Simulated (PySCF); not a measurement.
CH8N2Si, SMILES C[SiH](N)N. Atoms are numbered in the order given.

```xyz
12

Si    -0.3503    -0.0910     0.0000
C      0.1247     1.7249     0.0000
N      0.2185    -0.7512     1.5108
N      0.2185    -0.7512    -1.5108
H     -1.8194    -0.3415     0.0000
H     -0.2628     2.2347     0.8954
H      1.2226     1.8412     0.0000
H     -0.2628     2.2347    -0.8954
H     -0.0654    -1.6867     1.7886
H      1.1754    -0.5775     1.8070
H     -0.0654    -1.6867    -1.7886
H      1.1754    -0.5775    -1.8070
```

Coordinates come from a B3LYP-D3(BJ)/def2-SVP optimisation. One conformer was computed; it need not be the lowest.

Two levels are set side by side: PBE/pcSseg-1 (PySCF) and HF/pcSseg-1 (PySCF). GIAO shifts against NH3 (¹⁵N), TMS (²⁹Si), TMS (¹H), TMS (¹³C) at the same level; non-relativistic, no solvent, atoms listed together averaged. Differences are taken from unrounded values.

```csv
quantity,HF
δ(²⁹Si) of Si1 (ppm),-22.6
δ(¹³C) of C2 (ppm),-0.2
"δ(¹⁵N) of N3, N4 (ppm)",29.1
δ(¹H) of H5 (ppm),4.34
```

Task: What does PBE give, and how far is it from HF? (An estimate is asked for; the answer gives what the named calculation found.)

Result: 
```csv
quantity,PBE,PBE minus HF
δ(²⁹Si) of Si1 (ppm),-23.3,-0.8
δ(¹³C) of C2 (ppm),-1.4,-1.2
"δ(¹⁵N) of N3, N4 (ppm)",46.4,17.2
δ(¹H) of H5 (ppm),4.94,0.59
```

Rough cost on one machine, each run with all the roots and properties that it gave: HF against PBE within a factor of 2.
